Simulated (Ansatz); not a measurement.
Ansatz (a first-principles code) input (MP2/6-31G*):

Ansatz 0.2 input:
```yaml
crystal:
  periodic: [false, false, false]
  atoms:
    - {symbol: C, position_ang: [1.42075400, -0.51585700, -0.20202500]}
    - {symbol: B, position_ang: [-0.00957000, 0.16411200, 0.04147300]}
    - {symbol: C, position_ang: [-1.34974800, -0.70176700, -0.10568400]}
    - {symbol: O, position_ang: [-0.08276600, 1.41926800, 0.35866700]}
    - {symbol: H, position_ang: [2.24790600, 0.17807700, -0.07136700]}
    - {symbol: H, position_ang: [1.53238900, -1.34937500, 0.49519500]}
    - {symbol: H, position_ang: [1.44422200, -0.92212800, -1.21579200]}
    - {symbol: H, position_ang: [-1.30067100, -1.53948300, 0.59371100]}
    - {symbol: H, position_ang: [-1.38883800, -1.11223600, -1.11727600]}
    - {symbol: H, position_ang: [-2.25107000, -0.12381900, 0.08507900]}
basis:
  gaussian:
    orbitals: 6-31G*
magnetization: {spin_polarized: true, initial_magnetization: 1}
correlation: {method: mp2, electrons: outside_noble_gas}
relax: {f_tol: 0.003, max_steps: 120}
```

From the output:

```
second order -12.89543498 eV of doubles, -0.00000000 eV of singles
the calculation of the forces begins
relax step   5: F+E_penalty+E_count = -4878.42640245 eV  Δ(F+E_penalty+E_count) = -3.226e-5 eV  max|allowed force component| = 3.923e-3 eV/Å  Δτ_max = 0.0018 Å  (49 SCF iters, accepted)
these checks for a lower state are left out or cut short: starts, cluster_reference, orbital_swaps, neighbouring_geometries, increment
integrals: 0.03 GiB planned
836 factors; integrals over basis functions are off by at most 4.9e-4 eV
mean field: 0.23 GiB planned
mean field -4865.53090305 eV, -178.8049627116 hartree, gradient 1.9e-6 eV, S^2 0.761055; 0 other end points of the search recorded, 0 dependent functions left out
4 core orbitals not correlated
reference -4865.53090305 eV, -178.8049627116 hartree; 12, 11 occupied and 56, 57 virtual orbitals, 836 factors
densities: 0.18 GiB planned
second order -12.89549936 eV of doubles, -0.00000000 eV of singles
the calculation of the forces begins
mean field evaluation 96: about -4865.5309 eV, gradient 1.9e-6 eV
relax step   6: F+E_penalty+E_count = -4878.42640240 eV  Δ(F+E_penalty+E_count) = +5.100e-8 eV  max|allowed force component| = 4.050e-3 eV/Å  Δτ_max = 0.0005 Å  (51 SCF iters, rejected (line search))
these checks for a lower state are left out or cut short: starts, cluster_reference, orbital_swaps, neighbouring_geometries, increment
integrals: 0.03 GiB planned
836 factors; integrals over basis functions are off by at most 4.9e-4 eV
mean field: 0.23 GiB planned
mean field -4865.53092120 eV, -178.8049633788 hartree, gradient 8.3e-7 eV, S^2 0.761055; 0 other end points of the search recorded, 0 dependent functions left out
4 core orbitals not correlated
reference -4865.53092120 eV, -178.8049633788 hartree; 12, 11 occupied and 56, 57 virtual orbitals, 836 factors
densities: 0.18 GiB planned
second order -12.89548182 eV of doubles, -0.00000000 eV of singles
the calculation of the forces begins
relax step   7: F+E_penalty+E_count = -4878.42640302 eV  Δ(F+E_penalty+E_count) = -5.647e-7 eV  max|allowed force component| = 9.263e-5 eV/Å  Δτ_max = 0.0003 Å  (49 SCF iters, accepted)
these checks for a lower state are left out or cut short: cluster_reference
integrals: 0.03 GiB planned
836 factors; integrals over basis functions are off by at most 4.9e-4 eV
mean field: 0.23 GiB planned
mean field evaluation 128: about -4864.7351 eV, gradient 5.4e0 eV
mean field -4865.53092120 eV, -178.8049633788 hartree, gradient 8.3e-7 eV, S^2 0.761055; 5 other end points of the search recorded, 0 dependent functions left out
4 core orbitals not correlated
reference -4865.53092120 eV, -178.8049633788 hartree; 12, 11 occupied and 56, 57 virtual orbitals, 836 factors
densities: 0.18 GiB planned
second order -12.89548182 eV of doubles, -0.00000000 eV of singles
the calculation of the forces begins
Total energy: -4878.42640302 eV, -179.2788635947 hartree
Atom 0 at     1.429888    -0.511056    -0.201297 Å, force    -0.000007    -0.000070    -0.000017 eV/Å
Atom 1 at    -0.006947     0.119132     0.030106 Å, force     0.000005    -0.000093    -0.000023 eV/Å
Atom 2 at    -1.359369    -0.698224    -0.104304 Å, force     0.000015    -0.000068    -0.000018 eV/Å
Atom 3 at    -0.082187     1.409333     0.356156 Å, force     0.000004    -0.000067    -0.000017 eV/Å
Atom 4 at     2.244729     0.201699    -0.065305 Å, force    -0.000006     0.000051     0.000013 eV/Å
Atom 5 at     1.575714    -1.346038     0.491022 Å, force     0.000047     0.000052     0.000013 eV/Å
Atom 6 at     1.487816    -0.920091    -1.214756 Å, force     0.000047     0.000053     0.000008 eV/Å
Atom 7 at    -1.344238    -1.541976     0.592560 Å, force    -0.000053     0.000045     0.000016 eV/Å
Atom 8 at    -1.432137    -1.116030    -1.113218 Å, force    -0.000053     0.000046     0.000012 eV/Å
Atom 9 at    -2.250663    -0.099956     0.091017 Å, force    -0.000000     0.000051     0.000013 eV/Å
Dipole moment:     0.018750    -0.321534    -0.081256 e Å
Checks for a lower state left out: cluster_reference
```

The geometry given is a B3LYP-D3(BJ)/def2-TZVP minimum.
